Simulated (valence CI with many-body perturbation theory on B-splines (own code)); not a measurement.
# Cd²⁵⁺: E2, M1 decay

Calculated by relativistic CI+MBPT: five valence electrons over a frozen Dirac-Fock core [Ar], a basis of 7 s, 7 p, 8 d, 6 f, 4 g, 1 h functions for each j, with the one-electron correlation potential Σ1 (screened to all orders), the two-electron term Σ2, the three-electron term Σ3, Breit, model QED; selected single and double excitations, second order for the rest, scaled by the run's own slope (own B-spline code, finite nucleus).

No measured spectrum was set against this ion. As an estimate, terms of the open shell hold to 2 to 4 % of their energy, and close levels can change places. Only levels of the ground parity were solved; by the run's estimate the other parity begins above the list, which can be wrong where configurations are misplaced.

Lines 1 to 50 of 120 in falling wavelength, among levels below 489680 cm⁻¹, chosen from the decays that carry over 1 % of a level's rate. Wavelengths and rates use the calculated energies, so an error of 4000 cm⁻¹ moves a line at 466.8 nm by 19 % and its rate by three times that or more. Electric multipoles are in the length gauge, E1 and E2 with the static RPA response of the core. Weak lines are less certain than strong ones. Lines between different terms over intervals too small for the method are left out, as are lines whose strength nearly cancels. Intervals below about 4000 cm⁻¹, as at the head of this list, are uncertain by tens of per cent. Branching is blank where the lifetime is uncertain.

Names give the largest LS component (configuration and term), which can be under half, so a name can repeat, a term be missing and a line seem to break the LS rules; names also repeat where a configuration has a term twice. Letters in brackets count levels of one name in rising energy.

```tsv
λ vac (nm)	Upper	Lower	Type	A (s⁻¹)	Branch %
2136	3d5 4G_11/2	3d5 4G_7/2	E2	5.69e-09	
1200	3d5 4G_9/2	3d5 4G_11/2	M1	1.44e+01	19.4
768.3	3d5 4G_9/2	3d5 4G_7/2	M1	5.98e+01	80.5
571.1	3d5 2I_13/2	3d5 2I_11/2	M1	4.64e+01	10.2
549.1	3d5 4P_1/2	3d5 4P_3/2	M1	2.72e+02	100.0
472.4	3d5 4D_3/2	3d5 4D_5/2	M1	2.41e+02	4.6
466.8	3d5 2D_3/2 [a]	3d5 4F_5/2	M1	1.73e+02	2.9
452.7	3d5 4F_7/2	3d5 2F_5/2 [b]	M1	1.21e+02	1.3
332.5	3d5 4D_7/2	3d5 4G_9/2	M1	1.95e+02	8.4
312.1	3d5 4D_7/2	3d5 4G_5/2 [b]	M1	5.85e+02	25.2
309.3	3d5 4G_7/2	3d5 4G_5/2 [a]	M1	6.44e+02	62.6
305.5	3d5 2G_7/2 [a]	3d5 2F_5/2 [a]	M1	2.00e+02	6.9
282.6	3d5 2H_9/2	3d5 2G_9/2 [a]	M1	4.38e+02	4.3
275.7	3d5 4P_3/2	3d5 4G_5/2 [a]	M1	5.85e+02	7.0
274.8	3d5 4F_5/2	3d5 4F_3/2	M1	1.48e+02	1.1
260.2	3d5 2G_9/2 [a]	3d5 4D_7/2	M1	3.42e+02	13.2
239.7	3d5 2G_9/2 [b]	3d5 2G_7/2 [a]	M1	4.20e+02	6.7
232.1	3d5 4D_7/2	3d5 4G_7/2	M1	8.40e+02	36.3
230.5	3d5 4G_5/2 [b]	3d5 4G_5/2 [a]	M1	2.69e+03	46.3
228.8	3d5 4F_7/2	3d5 4F_5/2	M1	4.35e+02	4.6
221.2	3d5 2G_7/2 [a]	3d5 2G_9/2 [a]	M1	6.00e+01	2.1
220.2	3d5 4F_7/2	3d5 2H_9/2	M1	6.36e+02	6.7
218.0	3d5 2H_9/2	3d5 2F_7/2 [a]	M1	2.33e+02	2.3
218.0	3d5 4D_1/2	3d5 4P_1/2	M1	2.57e+03	55.7
217.2	3d5 2D_3/2 [a]	3d5 2F_5/2 [a]	M1	1.64e+02	2.8
216.3	3d5 2F_5/2 [b]	3d5 2F_5/2 [a]	M1	2.62e+02	2.1
214.4	3d5 4D_5/2	3d5 4P_3/2	M1	1.93e+02	2.8
213.4	3d5 4F_5/2	3d5 4D_3/2	M1	5.21e+02	4.0
210.2	3d5 4F_5/2	3d5 2F_7/2 [a]	M1	2.02e+03	15.6
208.1	3d5 2H_11/2	3d5 2H_9/2	M1	5.08e+02	
197.7	3d5 4D_5/2	3d5 4G_7/2	M1	1.17e+03	16.8
196.5	3d5 2F_5/2 [a]	3d5 4D_7/2	M1	4.67e+02	3.7
195.6	3d5 2F_7/2 [b]	3d5 2F_5/2 [a]	M1	6.11e+02	5.2
194.0	3d5 2G_9/2 [b]	3d5 2H_9/2	M1	1.95e+03	30.9
192.8	3d5 2I_11/2	3d5 4G_9/2	M1	4.63e+02	16.7
192.2	3d5 2H_9/2	3d5 2I_11/2	M1	1.41e+02	1.4
179.5	3d5 2G_7/2 [a]	3d5 2F_7/2 [a]	M1	9.65e+02	33.2
173.0	3d5 2D_3/2 [a]	3d5 4F_3/2	M1	1.36e+03	23.0
172.4	3d5 2F_5/2 [b]	3d5 4F_3/2	M1	1.81e+03	14.6
172.4	3d5 2F_7/2 [a]	3d5 4G_9/2	M1	1.24e+03	67.4
166.7	3d5 2F_7/2 [a]	3d5 4G_5/2 [b]	M1	1.30e+02	7.0
166.5	3d5 4F_3/2	3d5 4P_1/2	M1	5.92e+02	5.3
166.1	3d5 2I_11/2	3d5 4G_11/2	M1	2.32e+03	83.3
164.7	3d5 4D_3/2	3d5 4G_5/2 [b]	M1	4.63e+02	8.8
157.2	3d5 2F_7/2 [b]	3d5 2G_9/2 [a]	M1	1.09e+03	9.2
156.0	3d5 4D_1/2	3d5 4P_3/2	M1	2.04e+03	44.3
147.5	3d5 4D_3/2	3d5 4P_3/2	M1	8.84e+02	16.9
147.0	3d5 4F_5/2	3d5 4D_5/2	M1	3.23e+03	25.0
146.5	3d5 2D_3/2 [a]	3d5 4D_3/2	M1	7.89e+02	13.3
146.4	3d5 4F_7/2	3d5 2F_5/2 [a]	M1	1.09e+03	11.5
```
